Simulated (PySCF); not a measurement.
## Atomic charges against the basis set

Compound: C₃H₆O₂Si.
Atom-mapped SMILES: `[O:1]=[CH:2]/[CH:3]=[CH:4]/[O:5][SiH3:6]` (hydrogens: H7 on C2; H8 on C3; H9 on C4; H10, H11, H12 on Si6)

PBE0 throughout (PySCF), one geometry, spherical d and f functions. One conformer (not necessarily the lowest) at the PBE0-D3(BJ)/def2-SVP geometry, without solvent, vibrations or thermal averaging. The first 7 of 10 kinds of atom are listed.

Mulliken charges (e):

```json
{"basis": "STO-3G", "functions": "40", "O1": "-0.211", "C2": "+0.073", "C3": "-0.154", "C4": "+0.032", "O5": "-0.321", "Si6": "+0.676", "H7": "+0.048"}
{"basis": "6-31G", "functions": "70", "O1": "-0.423", "C2": "+0.162", "C3": "-0.234", "C4": "+0.188", "O5": "-0.728", "Si6": "+0.812", "H7": "+0.129"}
{"basis": "pcSseg-0", "functions": "70", "O1": "-0.496", "C2": "+0.219", "C3": "-0.402", "C4": "+0.224", "O5": "-0.814", "Si6": "+0.773", "H7": "+0.205"}
{"basis": "6-31G*", "functions": "100", "O1": "-0.416", "C2": "+0.195", "C3": "-0.296", "C4": "+0.171", "O5": "-0.557", "Si6": "+0.589", "H7": "+0.124"}
{"basis": "cc-pVDZ", "functions": "118", "O1": "-0.236", "C2": "+0.189", "C3": "-0.202", "C4": "+0.243", "O5": "-0.368", "Si6": "+0.436", "H7": "+0.002"}
{"basis": "def2-SVP", "functions": "118", "O1": "-0.252", "C2": "+0.170", "C3": "-0.175", "C4": "+0.220", "O5": "-0.424", "Si6": "+0.564", "H7": "+0.010"}
{"basis": "pcSseg-1", "functions": "139", "O1": "-0.386", "C2": "+0.278", "C3": "-0.329", "C4": "+0.264", "O5": "-0.581", "Si6": "+0.698", "H7": "+0.075"}
{"basis": "aug-cc-pVDZ", "functions": "196", "O1": "-0.564", "C2": "+0.537", "C3": "+0.845", "C4": "+0.866", "O5": "-0.929", "Si6": "-0.100", "H7": "-0.199"}
{"basis": "6-311+G(2d,p)", "functions": "206", "O1": "-0.423", "C2": "+0.055", "C3": "+0.097", "C4": "-0.109", "O5": "-0.498", "Si6": "+0.649", "H7": "+0.102"}
{"basis": "def2-TZVP", "functions": "228", "O1": "-0.317", "C2": "+0.119", "C3": "-0.199", "C4": "+0.083", "O5": "-0.290", "Si6": "+0.294", "H7": "+0.068"}
{"basis": "cc-pVTZ", "functions": "268", "O1": "-0.286", "C2": "+0.126", "C3": "-0.220", "C4": "+0.118", "O5": "-0.250", "Si6": "+0.280", "H7": "+0.052"}
{"basis": "IGLO-III", "functions": "279", "O1": "-0.422", "C2": "+0.240", "C3": "-0.178", "C4": "+0.113", "O5": "-0.464", "Si6": "+0.931", "H7": "+0.056"}
{"basis": "pcSseg-2", "functions": "307", "O1": "-0.406", "C2": "+0.297", "C3": "-0.174", "C4": "+0.260", "O5": "-0.499", "Si6": "+0.759", "H7": "+0.007"}
```

IAO charges (e):

```json
{"basis": "STO-3G", "functions": "40", "O1": "-0.213", "C2": "+0.057", "C3": "-0.254", "C4": "+0.012", "O5": "-0.379", "Si6": "+0.785", "H7": "+0.086"}
{"basis": "6-31G", "functions": "70", "O1": "-0.406", "C2": "+0.195", "C3": "-0.269", "C4": "+0.100", "O5": "-0.504", "Si6": "+0.693", "H7": "+0.107"}
{"basis": "pcSseg-0", "functions": "70", "O1": "-0.394", "C2": "+0.195", "C3": "-0.279", "C4": "+0.108", "O5": "-0.499", "Si6": "+0.688", "H7": "+0.101"}
{"basis": "6-31G*", "functions": "100", "O1": "-0.423", "C2": "+0.241", "C3": "-0.284", "C4": "+0.134", "O5": "-0.540", "Si6": "+0.833", "H7": "+0.092"}
{"basis": "cc-pVDZ", "functions": "118", "O1": "-0.416", "C2": "+0.238", "C3": "-0.289", "C4": "+0.132", "O5": "-0.535", "Si6": "+0.822", "H7": "+0.091"}
{"basis": "def2-SVP", "functions": "118", "O1": "-0.416", "C2": "+0.238", "C3": "-0.283", "C4": "+0.132", "O5": "-0.533", "Si6": "+0.840", "H7": "+0.089"}
{"basis": "pcSseg-1", "functions": "139", "O1": "-0.431", "C2": "+0.243", "C3": "-0.288", "C4": "+0.132", "O5": "-0.544", "Si6": "+0.845", "H7": "+0.096"}
{"basis": "aug-cc-pVDZ", "functions": "196", "O1": "-0.439", "C2": "+0.246", "C3": "-0.294", "C4": "+0.134", "O5": "-0.544", "Si6": "+0.826", "H7": "+0.098"}
{"basis": "6-311+G(2d,p)", "functions": "206", "O1": "-0.440", "C2": "+0.247", "C3": "-0.293", "C4": "+0.134", "O5": "-0.552", "Si6": "+0.859", "H7": "+0.099"}
{"basis": "def2-TZVP", "functions": "228", "O1": "-0.438", "C2": "+0.248", "C3": "-0.295", "C4": "+0.136", "O5": "-0.555", "Si6": "+0.871", "H7": "+0.097"}
{"basis": "cc-pVTZ", "functions": "268", "O1": "-0.434", "C2": "+0.247", "C3": "-0.295", "C4": "+0.135", "O5": "-0.551", "Si6": "+0.855", "H7": "+0.096"}
{"basis": "IGLO-III", "functions": "279", "O1": "-0.440", "C2": "+0.246", "C3": "-0.295", "C4": "+0.135", "O5": "-0.554", "Si6": "+0.868", "H7": "+0.099"}
{"basis": "pcSseg-2", "functions": "307", "O1": "-0.440", "C2": "+0.248", "C3": "-0.294", "C4": "+0.136", "O5": "-0.554", "Si6": "+0.869", "H7": "+0.098"}
```

Hirshfeld charges (e):

| basis | functions | O1 | C2 | C3 | C4 | O5 | Si6 | H7 |
| --- | --- | --- | --- | --- | --- | --- | --- | --- |
| STO-3G | 40 | -0.170 | +0.081 | -0.104 | +0.055 | -0.168 | +0.468 | -0.002 |
| 6-31G | 70 | -0.257 | +0.108 | -0.099 | +0.070 | -0.210 | +0.413 | +0.034 |
| pcSseg-0 | 70 | -0.241 | +0.104 | -0.105 | +0.064 | -0.188 | +0.432 | +0.031 |
| 6-31G* | 100 | -0.256 | +0.108 | -0.100 | +0.075 | -0.182 | +0.397 | +0.034 |
| cc-pVDZ | 118 | -0.236 | +0.102 | -0.106 | +0.065 | -0.163 | +0.406 | +0.031 |
| def2-SVP | 118 | -0.243 | +0.107 | -0.107 | +0.068 | -0.166 | +0.413 | +0.032 |
| pcSseg-1 | 139 | -0.251 | +0.106 | -0.106 | +0.069 | -0.179 | +0.417 | +0.038 |
| aug-cc-pVDZ | 196 | -0.254 | +0.101 | -0.108 | +0.067 | -0.189 | +0.419 | +0.040 |
| 6-311+G(2d,p) | 206 | -0.256 | +0.101 | -0.106 | +0.066 | -0.191 | +0.424 | +0.041 |
| def2-TZVP | 228 | -0.253 | +0.102 | -0.106 | +0.068 | -0.182 | +0.414 | +0.039 |
| cc-pVTZ | 268 | -0.249 | +0.102 | -0.106 | +0.068 | -0.177 | +0.410 | +0.038 |
| IGLO-III | 279 | -0.254 | +0.101 | -0.108 | +0.066 | -0.182 | +0.410 | +0.040 |
| pcSseg-2 | 307 | -0.255 | +0.102 | -0.106 | +0.068 | -0.187 | +0.421 | +0.040 |

ESP-fitted charges (e):

```json
{"basis": "STO-3G", "functions": "40", "O1": "-0.335", "C2": "+0.388", "C3": "-0.483", "C4": "+0.287", "O5": "-0.268", "Si6": "+0.453", "H7": "-0.034"}
{"basis": "6-31G", "functions": "70", "O1": "-0.536", "C2": "+0.590", "C3": "-0.646", "C4": "+0.451", "O5": "-0.501", "Si6": "+0.604", "H7": "-0.018"}
{"basis": "pcSseg-0", "functions": "70", "O1": "-0.530", "C2": "+0.586", "C3": "-0.678", "C4": "+0.450", "O5": "-0.509", "Si6": "+0.711", "H7": "-0.006"}
{"basis": "6-31G*", "functions": "100", "O1": "-0.456", "C2": "+0.446", "C3": "-0.488", "C4": "+0.254", "O5": "-0.326", "Si6": "+0.477", "H7": "+0.004"}
{"basis": "cc-pVDZ", "functions": "118", "O1": "-0.443", "C2": "+0.438", "C3": "-0.486", "C4": "+0.245", "O5": "-0.291", "Si6": "+0.418", "H7": "+0.004"}
{"basis": "def2-SVP", "functions": "118", "O1": "-0.469", "C2": "+0.485", "C3": "-0.524", "C4": "+0.295", "O5": "-0.330", "Si6": "+0.485", "H7": "-0.004"}
{"basis": "pcSseg-1", "functions": "139", "O1": "-0.495", "C2": "+0.502", "C3": "-0.555", "C4": "+0.300", "O5": "-0.363", "Si6": "+0.557", "H7": "+0.006"}
{"basis": "aug-cc-pVDZ", "functions": "196", "O1": "-0.503", "C2": "+0.509", "C3": "-0.553", "C4": "+0.291", "O5": "-0.290", "Si6": "+0.399", "H7": "+0.002"}
{"basis": "6-311+G(2d,p)", "functions": "206", "O1": "-0.495", "C2": "+0.471", "C3": "-0.518", "C4": "+0.259", "O5": "-0.292", "Si6": "+0.402", "H7": "+0.015"}
{"basis": "def2-TZVP", "functions": "228", "O1": "-0.487", "C2": "+0.477", "C3": "-0.523", "C4": "+0.263", "O5": "-0.282", "Si6": "+0.411", "H7": "+0.009"}
{"basis": "cc-pVTZ", "functions": "268", "O1": "-0.472", "C2": "+0.457", "C3": "-0.503", "C4": "+0.250", "O5": "-0.280", "Si6": "+0.422", "H7": "+0.011"}
{"basis": "IGLO-III", "functions": "279", "O1": "-0.494", "C2": "+0.481", "C3": "-0.516", "C4": "+0.261", "O5": "-0.283", "Si6": "+0.406", "H7": "+0.008"}
{"basis": "pcSseg-2", "functions": "307", "O1": "-0.505", "C2": "+0.509", "C3": "-0.555", "C4": "+0.307", "O5": "-0.317", "Si6": "+0.453", "H7": "+0.004"}
```

**Question.** Which scheme is steadiest as the basis changes?

**Answer.** Largest range over the bases for any column: Hirshfeld 0.09 e, IAO 0.23 e, ESP-fitted 0.31 e, Mulliken 1.25 e. Hirshfeld charges move least and Mulliken charges most, counted in e. Without the minimal STO-3G basis the ranges are Hirshfeld 0.05, IAO 0.18, ESP-fitted 0.31, Mulliken 1.25 e.

**Question.** How much do the charges still move between the two largest bases, IGLO-III and pcSseg-2?

**Answer.** At most, over all atoms: Mulliken 0.172 e, IAO 0.002 e, Hirshfeld 0.011 e, ESP-fitted 0.047 e.

**Question.** What do the same runs give for the total energy, the frontier levels and the dipole moment?

**Answer.** 
```
        basis  energy (Eh)  HOMO (eV)  LUMO (eV)  μ (D)
       STO-3G    -550.5755      -3.62       2.24   3.53
        6-31G    -557.2791      -6.96      -1.18   3.69
     pcSseg-0    -556.4469      -7.13      -1.36   3.57
       6-31G*    -557.4059      -6.93      -1.09   3.37
      cc-pVDZ    -557.4433      -6.97      -1.20   3.32
     def2-SVP    -557.1427      -7.08      -1.32   3.32
     pcSseg-1    -557.3958      -7.23      -1.46   3.44
  aug-cc-pVDZ    -557.4639      -7.22      -1.58   3.54
6-311+G(2d,p)    -557.5243      -7.27      -1.60   3.53
    def2-TZVP    -557.5518      -7.22      -1.51   3.45
      cc-pVTZ    -557.5421      -7.18      -1.44   3.40
     IGLO-III    -557.5554      -7.25      -1.58   3.49
     pcSseg-2    -557.5572      -7.26      -1.57   3.51
```

The dipole is fixed by the density alone, so its range of 0.37 D shows that the density itself changes with the basis, not only its division among atoms.
